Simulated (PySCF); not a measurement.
The dipole of `C=C(C)[C@@]1(C)CC[C@@H]1C=[Se]` from its density and from atomic charges.

Coordinates (PBE0-D3(BJ)/def2-SVP, Å) and charges (e) from the PBE0/pcSseg-1 density (PySCF):

```csv
atom,x,y,z,Mulliken,IAO,Hirshfeld,ESP-fitted
C1,-2.262,-0.900,-0.796,-0.0903,-0.3397,-0.1164,-0.5906
C2,-1.440,-0.061,-0.155,-0.2794,+0.0245,+0.0146,+0.0131
C3,-1.912,1.260,0.378,-0.1558,-0.4158,-0.1185,-0.2286
C4,0.013,-0.398,0.079,-0.5141,+0.0482,+0.0321,+0.4500
C5,0.264,-0.706,1.553,-0.1171,-0.4068,-0.1157,-0.6370
C6,0.683,-1.454,-0.831,-0.0870,-0.2614,-0.0699,-0.2912
C7,1.903,-0.535,-0.966,-0.1233,-0.2466,-0.0632,-0.1293
C8,1.032,0.663,-0.515,-0.1717,-0.1343,-0.0361,+0.6537
C9,1.633,1.671,0.378,-0.1598,-0.2226,-0.0127,-0.5330
Se10,1.507,3.416,0.220,-0.0353,-0.0157,-0.0760,-0.0736
H11,-1.918,-1.861,-1.188,+0.1124,+0.1388,+0.0396,+0.1872
H12,-3.318,-0.655,-0.940,+0.1075,+0.1425,+0.0422,+0.2230
H13,-2.981,1.412,0.177,+0.1170,+0.1446,+0.0459,+0.0945
H14,-1.754,1.340,1.465,+0.1248,+0.1418,+0.0411,+0.0840
H15,-1.351,2.093,-0.079,+0.1481,+0.1505,+0.0308,+0.0522
H16,-0.344,-1.573,1.852,+0.1313,+0.1467,+0.0416,+0.1505
H17,-0.003,0.139,2.204,+0.1275,+0.1367,+0.0386,+0.1690
H18,1.320,-0.955,1.743,+0.1061,+0.1303,+0.0396,+0.1423
H19,0.153,-1.559,-1.788,+0.1260,+0.1381,+0.0398,+0.0745
H20,0.837,-2.454,-0.400,+0.1213,+0.1300,+0.0388,+0.0797
H21,2.690,-0.763,-0.231,+0.1169,+0.1318,+0.0395,+0.0423
H22,2.373,-0.439,-1.955,+0.1347,+0.1410,+0.0437,+0.0362
H23,0.565,1.153,-1.382,+0.1201,+0.1468,+0.0358,-0.1587
H24,2.215,1.266,1.219,+0.1403,+0.1506,+0.0445,+0.1897
```

Task: Compute μ = Σ q r for each scheme (1 e·Å = 4.803 D) and compare with the dipole of the full density.

Result: The full density gives (-0.07, -2.33, 0.14) D, 2.33 D in size; dipole vectors point from the negative to the positive end.

```json
{"scheme": "Mulliken", "μx": "-0.15", "μy": "-1.79", "μz": "0.74", "size (D)": "1.94", "share of the full size (%)": "83", "angle to the full dipole (°)": "19"}
{"scheme": "IAO", "μx": "-0.09", "μy": "-1.29", "μz": "0.08", "size (D)": "1.30", "share of the full size (%)": "56", "angle to the full dipole (°)": "2"}
{"scheme": "Hirshfeld", "μx": "0.18", "μy": "-1.30", "μz": "0.09", "size (D)": "1.31", "share of the full size (%)": "56", "angle to the full dipole (°)": "9"}
{"scheme": "ESP-fitted", "μx": "-0.07", "μy": "-2.37", "μz": "0.23", "size (D)": "2.38", "share of the full size (%)": "102", "angle to the full dipole (°)": "2"}
```

Task: Which set comes closest?

Result: Length of the difference vector: ESP-fitted 0.10 D, Mulliken 0.80 D, IAO 1.03 D, Hirshfeld 1.06 D. Closest: ESP-fitted. ESP charges are fitted to the potential around the molecule, whose slowest-falling term is the dipole's. The schemes that divide the density aren't constrained to reproduce the dipole.

Task: What is left for the Hirshfeld atoms' own dipoles?

Result: The shares of the density sum to the whole, so what Σ q r misses lies in dipoles about the nuclei. The atomic dipoles sum to (-0.07, -2.33, 0.14) − (0.18, -1.30, 0.09) = (-0.25, -1.03, 0.05) D, 1.06 D in size.

Task: With the origin at the mean of the coordinates, (-0.004, 0.004, 0.002) Å, which are the largest single terms, by size, of the IAO dipole along the direction of the full one?

Result: C3 +2.34, C9 +1.81, C6 -1.74, C5 -1.55, C1 -1.51 D; all 24 atoms together +1.30 D. The single terms depend on the origin, their sum doesn't.

Task: Give the size of the full dipole in other units.

Result: 2.33 D = 0.918 au = 0.486 e·Å = 7.78 × 10⁻³⁰ C·m.

Geometry: PBE0-D3(BJ)/def2-SVP, one conformer, isolated molecule. The calculation is non-relativistic, for selenium too.

Conformer computed: `[CH2:1]=[C:2]([CH3:3])[C@@:4]1([CH3:5])[CH2:6][CH2:7][C@@H:8]1[CH:9]=[Se:10]`: C1–C2–C4–C5 -108°, C7–C8–C9–Se10 135°.
